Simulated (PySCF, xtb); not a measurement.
C₂H₉NOSi, SMILES CC[Si@@H](N)O. Other conformers were not sampled.

Harmonic wavenumbers (cm⁻¹) from GFN2-xTB (xtb) at its own minimum, in rising order: 60, 137, 144, 198, 224, 256, 278, 315, 524, 638, 682, 718, 735, 787, 822, 859, 930, 987, 1026, 1087, 1248, 1305, 1419, 1495, 1511, 1514, 1525, 2237, 2955, 2973, 3006, 3037, 3046, 3476, 3510, 3689.

Q: What does PBE0-D3(BJ)/def2-SVP (PySCF) give at its own minimum? (Estimate from the structure and the level; the computed values follow.)

A: 74, 80, 159, 189, 247, 271, 323, 350, 452, 627, 663, 753, 786, 834, 868, 895, 935, 978, 989, 1064, 1245, 1263, 1391, 1427, 1473, 1476, 1548, 2209, 3044, 3050, 3095, 3136, 3149, 3607, 3704, 3929. Paired by order, the mean absolute difference is 53 cm⁻¹ and the zero-point energies are 70.5 and 71.9 kcal/mol.
